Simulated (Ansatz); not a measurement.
The cluster Be4O4. The state is a singlet with charge 0. Geometry PBE-D4/def2-SVP, basis def2-TZVP, Ansatz.

```csv
atom,x (Å),y (Å),z (Å)
Be1,0.906,0.625,0.636
Be2,-0.966,0.789,-0.247
Be3,-0.417,-0.973,0.703
Be4,0.477,-0.441,-1.093
O5,1.169,-0.955,0.299
O6,-1.097,-0.757,-0.770
O7,0.505,1.178,-0.852
O8,-0.577,0.533,1.323
```

```json
{"run": "A", "HOMO (eV)": "-7.11", "LUMO (eV)": "-2.19"}
{"run": "B", "HOMO (eV)": "-6.88", "LUMO (eV)": "-2.72"}
{"run": "C", "HOMO (eV)": "-9.91", "LUMO (eV)": "-1.24"}
{"run": "D", "HOMO (eV)": "-8.38", "LUMO (eV)": "-1.89"}
{"run": "E", "HOMO (eV)": "-7.15", "LUMO (eV)": "-2.92"}
```

Another isomer (singlet) lies 1.74 eV lower at PBE0-D4/def2-TZVP; other spin states weren't run for this one.

Question: The runs used BHLYP, LDA (SPW92), PBE, PBE0, r2SCAN. Estimate which is which.

Answer: A r2SCAN (0 % exact exchange); B PBE (0 % exact exchange); C BHLYP (50 % exact exchange); D PBE0 (25 % exact exchange); E LDA (SPW92) (0 % exact exchange). Exact exchange lowers occupied and raises empty levels; among semilocal functionals meta-GGAs tend to open the gap a little, and such runs are hard to tell apart. The gap grows from 4.16 eV (PBE) to 8.67 eV (BHLYP).
